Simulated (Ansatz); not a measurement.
Relaxation of a periodic cell of 17 atoms, AlSi16 (host Si, host structure diamond, interstitial Al), to a largest force component of 0.08 eV/Å in at most 25 steps.

Method: DFT PBE-D3(BJ), scalar-relativistic, plane waves, PAW in Ansatz 0.2.0. Settings: accuracy low, PAW set soft_1, cutoff 420 eV, k mesh 2x2x2, fermi-dirac smearing 0.02 eV, spin collinear.

```xyz
17
Lattice="0.0000 5.4300 5.4300 5.4300 0.0000 5.4300 5.4300 5.4300 0.0000" Properties=species:S:1:pos:R:3
Si 0.000 0.000 0.000
Si 1.357 1.357 1.357
Si 2.715 2.715 0.000
Si 4.072 4.072 1.357
Si 2.715 0.000 2.715
Si 4.072 1.357 4.072
Si 5.430 2.715 2.715
Si 6.787 4.072 4.072
Si 0.000 2.715 2.715
Si 1.357 4.072 4.072
Si 2.715 5.430 2.715
Si 4.072 6.787 4.072
Si 2.715 2.715 5.430
Si 4.072 4.072 6.787
Si 5.430 5.430 5.430
Si 6.787 6.787 6.787
Al 5.387 5.464 8.079
```

Question: Where does it end, and by what steps?

Answer: The run converged. The force dipped under the threshold on the way, but the program's further checks kept it going. Limits of this set-up: coarse k mesh, a small cell, in which the defect meets its images, low accuracy level. After 3 steps the energy has fallen by 0.352 eV; Si14 moved furthest, 0.09 Å.

```csv
step,energy less start (eV),largest force component (eV/Å),accepted
0,0.0000,1.220,yes
1,-0.3062,0.454,yes
2,-0.3517,0.035,yes
3,-0.3517,0.035,yes
```

```xyz
17
Lattice="0.0000 5.4300 5.4300 5.4300 0.0000 5.4300 5.4300 5.4300 0.0000" Properties=species:S:1:pos:R:3
Si -0.003 0.002 0.014
Si 1.371 1.375 1.338
Si 2.713 2.717 -0.003
Si 4.054 4.059 1.338
Si 2.694 0.002 2.711
Si 4.022 1.408 4.117
Si 5.428 2.735 2.712
Si 6.801 4.058 4.085
Si -0.003 2.699 2.711
Si 1.402 4.027 4.116
Si 2.731 5.432 2.711
Si 4.054 6.805 4.085
Si 2.712 2.718 5.425
Si 4.021 4.026 6.735
Si 5.428 5.432 5.408
Si 6.834 6.838 6.735
Al 5.426 5.433 8.139
```

The run took 58 s on 1 thread of Arm Neoverse V2, with other jobs on the host, peak memory 0.65 GiB.
